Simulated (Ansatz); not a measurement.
Species: sum formula H₃SiO₂, net charge 0, doublet state. It need not be the lowest isomer of its formula. 
Geometry from a B3LYP-D3(BJ)/def2-TZVP (Ansatz, a first-principles code) optimisation:
SMILES: [SiH](O)O
```xyz
6

Si    -0.3570    -0.3703     0.0132
O     -0.7098     1.2051    -0.3306
O      1.2669    -0.6419     0.1788
H     -0.9050    -0.7721     1.3409
H     -0.3933     1.9005     0.2563
H      1.8401    -0.4495    -0.5687
```
Charge 0, spin multiplicity 2.

Property: atomisation energy (electronic, to ground-state atoms), in kcal/mol. Valence correlation only, unless marked. Open shells are spin-unrestricted. Spin-orbit coupling is left out. Non-relativistic. The coupled-cluster limit lacks core correlation, which all-electron functionals hold. Basis-set limits of correlation are two-point, X^-3; Hartree-Fock from the larger set (for Q and 5 zeta extrapolated as (X+1)exp(-9√X)).

| level | program | atomisation energy (kcal/mol) |
|---|---|---|
| PBE0/STO-3G | Ansatz | 491.0 |
| HSE06/def2-TZVPD | Ansatz | ? |
| LC-wPBE-D3(BJ)/def2-TZVPD | Ansatz + dftd3 | 503.2 |
| LC-wPBE-D4/def2-TZVPD | Ansatz + dftd4 | 503.6 |
| B2GP-PLYP/def2-TZVPD | Ansatz | ? |
| CCSD(T)/CBS(cc-pV(Q+d)Z,cc-pV(5+d)Z) | Ansatz | ? |

Problem. Some entries are withheld; supply them.

Solution. 
- HSE06/def2-TZVPD, atomisation energy (kcal/mol): 496.2
- B2GP-PLYP/def2-TZVPD, atomisation energy (kcal/mol): 496.6
- CCSD(T)/CBS(cc-pV(Q+d)Z,cc-pV(5+d)Z), atomisation energy (kcal/mol): 508.6
